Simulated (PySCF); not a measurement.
## Partial charges of `C#C/C(C)=C(\C#N)C=C`

Compound: C₈H₇N.
Cartesian coordinates in Å at the GFN2-xTB level; atoms count from 1:
```xyz
16
C8H7N angstrom
C     -3.2331    0.3945    0.0818
C     -2.0624    0.1683    0.2390
C     -0.7057   -0.1201    0.4831
C     -0.3898   -0.7495    1.8068
C      0.2309    0.1736   -0.4607
C     -0.1978    0.7669   -1.6725
N     -0.5310    1.2483   -2.6589
C      1.6520   -0.0827   -0.3089
C      2.5601    0.2082   -1.2360
H     -4.2491    0.6010   -0.0790
H      0.0829   -1.7219    1.6681
H     -1.3029   -0.8860    2.3812
H      0.2899   -0.1184    2.3794
H      1.9551   -0.5356    0.6245
H      3.6054    0.0022   -1.0837
H      2.2880    0.6600   -2.1756
```

Density: PBE0/pcSseg-1 (PySCF); schemes: Mulliken, IAO, Hirshfeld and ESP-fitted. The structure is a single GFN2-xTB conformer in the gas phase; no vibrational or solvent corrections.

Question: At which atom do the 4 schemes differ most?

Answer: At C3: from -0.320 (Mulliken) to +0.486 e (ESP-fitted), 0.806 e apart.

Question: Do the Mulliken, IAO, Hirshfeld and ESP-fitted schemes agree on where the charge is lowest?

Answer: The schemes don't all agree: Mulliken C1 (-0.342); IAO C4 (-0.427); Hirshfeld N7 (-0.212); ESP-fitted C4 (-0.532).

Question: For which atoms does the sign change between the 4 schemes (beyond +0.03 e in one, beyond −0.03 e in another)?

Answer: C2 and C3. Atomic charges aren't observables, and each scheme defines them in its own way.

Question: Tabulate the Mulliken, IAO, Hirshfeld and ESP-fitted charges.

Answer: In e:

```csv
atom,environment,Mulliken,IAO,Hirshfeld,ESP-fitted
C1,terminal alkyne carbon,-0.342,-0.197,-0.077,-0.262
C2,alkyne carbon,+0.414,-0.032,-0.041,-0.223
C3,fully substituted alkene carbon,-0.320,+0.036,+0.041,+0.486
C4,allylic carbon,-0.139,-0.427,-0.105,-0.532
C5,fully substituted alkene carbon,-0.104,-0.044,+0.009,-0.407
C6,nitrile carbon,+0.091,+0.142,+0.078,+0.538
N7,nitrile nitrogen,-0.234,-0.235,-0.212,-0.491
C8,alkene CH carbon,-0.147,-0.145,-0.044,+0.001
C9,terminal =CH2 carbon,-0.084,-0.289,-0.077,-0.428
H10,alkyne hydrogen,+0.054,+0.211,+0.102,+0.282
H11,methyl hydrogen,+0.150,+0.163,+0.056,+0.158
H12,methyl hydrogen,+0.143,+0.170,+0.055,+0.179
H13,methyl hydrogen,+0.150,+0.164,+0.056,+0.158
H14,vinylic hydrogen,+0.092,+0.154,+0.053,+0.138
H15,vinylic hydrogen,+0.126,+0.164,+0.057,+0.188
H16,vinylic hydrogen,+0.149,+0.165,+0.050,+0.216
```

Mean size of the charges over all atoms: ESP-fitted 0.293 e, Mulliken 0.171 e, IAO 0.171 e, Hirshfeld 0.070 e. Each set sums to the total charge, 0, to within 0.001 e. The Mulliken scheme gives each basis function's population to the atom it is centred on and halves the overlap population of two atoms between them. The IAO scheme counts the electrons in orthogonalised intrinsic atomic orbitals, a minimal basis polarised so that it spans the occupied orbitals exactly.

Question: How many electrons does the IAO scheme count on C2?

Answer: Z − q = 6 − (-0.032) = 6.032.

Question: Sum the charges by element, for elements with more than one atom.

Answer: 
| element | atoms | Mulliken | IAO | Hirshfeld | ESP-fitted |
| --- | --- | --- | --- | --- | --- |
| C | 8 | -0.630 | -0.956 | -0.216 | -0.827 |
| H | 7 | +0.865 | +1.191 | +0.428 | +1.317 |

Question: How closely do the schemes follow one another over all atoms?

Answer: Correlation coefficient and root-mean-square difference: IAO with Hirshfeld 0.89, 0.128 e; Hirshfeld with ESP-fitted 0.83, 0.269 e; IAO with ESP-fitted 0.83, 0.203 e; Mulliken with IAO 0.59, 0.178 e; Mulliken with Hirshfeld 0.50, 0.173 e; Mulliken with ESP-fitted 0.30, 0.333 e.
